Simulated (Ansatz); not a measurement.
`C[SiH](S)CO` + `CBCl` → `C[SiH](C)CO` + `SBCl`  (redistribution)

Program: Ansatz. Geometries: PBE0-D4/def2-TZVP. ΔE: electronic, gas phase. CCSD(T)/CBS adds triple-zeta CCSD(T) − MP2 to the extrapolated MP2 energy (def2 sets, frozen cores). This one scheme is used for every species. DFT in def2-TZVPP. B3LYP here is the variant with VWN-RPA as its local correlation; programs differ in this. One conformer a species, not always the lowest.

`C[SiH](S)CO`:

Z-matrix (Å, degrees):
```
C
Si 1 1.864
H 1 1.094 2 110.4
H 1 1.092 2 110.7 3 -119.9
H 1 1.093 2 111.0 3 119.8
S 2 2.155 1 112.5 3 179.2
C 2 1.888 1 112.2 3 -60.8
H 2 1.486 1 111.8 3 64.2
H 6 1.345 2 94.7 1 55.5
O 7 1.415 2 112.2 1 -170.4
H 7 1.095 2 109.6 1 70.6
H 7 1.102 2 109.8 1 -45.8
H 10 0.965 7 107.6 2 41.4
```

`CBCl`:

Cartesian coordinates in Å:
```
C -0.510 -0.148 0.487
B 0.653 0.110 -0.502
Cl 0.470 1.176 -1.879
H -1.425 0.403 0.274
H -0.179 0.081 1.507
H -0.734 -1.222 0.498
H 1.726 -0.401 -0.385
```

`C[SiH](C)CO`:

```xyz
15

C    -0.645   -1.090    1.191
Si   -0.128   -0.312   -0.435
C    -1.428    0.889   -1.048
C     1.515    0.596   -0.188
O     2.533   -0.216    0.390
H    -1.596   -1.618    1.082
H    -0.772   -0.334    1.971
H     0.089   -1.822    1.540
H     0.068   -1.396   -1.441
H    -1.126    1.349   -1.992
H    -1.598    1.688   -0.322
H    -2.381    0.381   -1.216
H     1.902    0.922   -1.159
H     1.360    1.516    0.398
H     2.209   -0.553    1.228
```

`SBCl`:

Z-matrix (Å, degrees):
```
B
S 1 1.779
Cl 1 1.745 2 118.6
H 1 1.189 2 122.1 3 180.0
H 2 1.343 1 96.0 3 -180.0
```

```json
{"level": "B3LYP-D4", "ΔE (kcal/mol)": "0.1", "difference from CCSD(T)/CBS": "0.1"}
{"level": "ωB97X-V", "ΔE (kcal/mol)": "0.3", "difference from CCSD(T)/CBS": "0.3"}
{"level": "ωB97M-V", "ΔE (kcal/mol)": "0.4", "difference from CCSD(T)/CBS": "0.4"}
{"level": "B3LYP", "ΔE (kcal/mol)": "-0.2", "difference from CCSD(T)/CBS": "-0.2"}
{"level": "MP2/def2-TZVPP", "ΔE (kcal/mol)": "-0.4", "difference from CCSD(T)/CBS": "-0.4"}
{"level": "SCS-MP2/def2-TZVPP", "ΔE (kcal/mol)": "-0.5", "difference from CCSD(T)/CBS": "-0.5"}
{"level": "CCSD(T)/def2-TZVPP", "ΔE (kcal/mol)": "-0.6", "difference from CCSD(T)/CBS": "-0.6"}
{"level": "HF/def2-QZVPP", "ΔE (kcal/mol)": "1.2", "difference from CCSD(T)/CBS": "1.2"}
{"level": "SCS-MP2/def2-QZVPP", "ΔE (kcal/mol)": "-0.2", "difference from CCSD(T)/CBS": "-0.2"}
{"level": "MP2/CBS(def2)", "ΔE (kcal/mol)": "0.2", "difference from CCSD(T)/CBS": "0.2"}
{"level": "CCSD(T)/CBS", "ΔE (kcal/mol)": "0.0", "difference from CCSD(T)/CBS": "0"}
```

Largest T1 diagnostic among the species: 0.013.

In def2-TZVPP, CCSD(T) changes the Hartree–Fock value by −1.8 kcal/mol (the triples alone add −0.3 kcal/mol) and MP2 by −1.6 kcal/mol.
